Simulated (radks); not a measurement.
Numerical settings for the silver ion Ag+, [Kr] 4d10. Calculated with a radial shooting solver on a logarithmic mesh with Libxc functionals: Dirac Kohn-Sham, BLYP, spin-unpolarised, spherical densities, point nucleus. The defaults (mesh step 0.008 in ln r, mesh end at 40 bohr or more with all orbitals vanishing there, Anderson mixing 0.5 over 9 steps, residual threshold near 1e-9 with the energy settled to 1e-9 hartree or 1e-11 of itself, here a cap of 70 iterations) give E = -5317.5355 hartree and 4d5/2 at -15.359 eV in 14 iterations. Run on one thread of a shared host, so times are rough (Arm Neoverse V2): 0.11 s of CPU time, 0.11 s wall, 14 iterations on 2546 mesh points. Changes against that run (0 stands for a change within the tolerance of the run):

[
 {"setting": "mesh step in ln r 0.012", "iterations": "14", "converged": "yes", "E (mhartree)": "0", "e(4d5/2) (meV)": "0", "CPU (s)": "0.08"},
 {"setting": "mesh step in ln r 0.003", "iterations": "14", "converged": "yes", "E (mhartree)": "0", "e(4d5/2) (meV)": "0", "CPU (s)": "0.29"},
 {"setting": "mesh step in ln r 0.05", "iterations": "14", "converged": "yes", "E (mhartree)": "+0.0351", "e(4d5/2) (meV)": "-0.00821", "CPU (s)": "0.03"},
 {"setting": "mesh end (bohr) 1", "iterations": "13", "converged": "level above zero", "E (mhartree)": "+1.71e+05", "e(4d5/2) (meV)": "+4.44e+05", "CPU (s)": "0.12"},
 {"setting": "mesh end (bohr) 5", "iterations": "14", "converged": "yes", "E (mhartree)": "+12.1", "e(4d5/2) (meV)": "+431", "CPU (s)": "0.1"},
 {"setting": "residual threshold 0.01", "iterations": "9", "converged": "yes", "E (mhartree)": "+0.000168", "e(4d5/2) (meV)": "+5.19", "CPU (s)": "0.09"},
 {"setting": "residual threshold 0.001", "iterations": "9", "converged": "yes", "E (mhartree)": "+0.000168", "e(4d5/2) (meV)": "+5.19", "CPU (s)": "0.09"},
 {"setting": "mixing 0.2", "iterations": "16", "converged": "yes", "E (mhartree)": "0", "e(4d5/2) (meV)": "0", "CPU (s)": "0.13"},
 {"setting": "linear mixing, mixing 0.5", "iterations": "30", "converged": "yes", "E (mhartree)": "0", "e(4d5/2) (meV)": "0", "CPU (s)": "0.18"},
 {"setting": "linear mixing, mixing 0.05", "iterations": "70", "converged": "no", "E (mhartree)": "+0.0593", "e(4d5/2) (meV)": "-289", "CPU (s)": "0.46"},
 {"setting": "mixing history 20", "iterations": "18", "converged": "yes", "E (mhartree)": "0", "e(4d5/2) (meV)": "0", "CPU (s)": "0.13"},
 {"setting": "iteration cap 8", "iterations": "8", "converged": "no", "E (mhartree)": "+0.000168", "e(4d5/2) (meV)": "+5.19", "CPU (s)": "0.07"}
]

Settled on a wrong energy, with an occupied level pushed above zero by the early mesh end: mesh end (bohr) 1 (+171 hartree). Apart from these: settings that end as converged yet miss the energy by more than 1 mhartree: mesh end (bohr) 5 (+0.0121 hartree). A mesh that ends early acts as a hard wall.
